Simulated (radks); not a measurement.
The mean radii <r> (bohr) of the occupied orbitals of an atom or ion are listed with their occupations. Calculated with a radial shooting solver on a logarithmic mesh with Libxc functionals: non-relativistic Kohn-Sham, PBE, spin-unpolarised, spherical densities, point nucleus.

| orbital | occ. | <r> |
|---|---|---|
| 1s | 2 | 0.1116 |
| 2s | 2 | 0.5696 |
| 2p | 6 | 0.5377 |
| 3s | 2 | 2.062 |
| 3p | 1 | 2.458 |

Name the element and its charge.

Answer. Z = 14, silicon, charge +1: Si+ in [Ne] 3s2 3p1. The 1s radius gives Z: for a bare nucleus <r> = 1.5/Z, 0.1071 bohr for Z = 14, and screening makes it slightly larger (0.1116 here). The occupations add up to 13, and the charge is Z minus that.
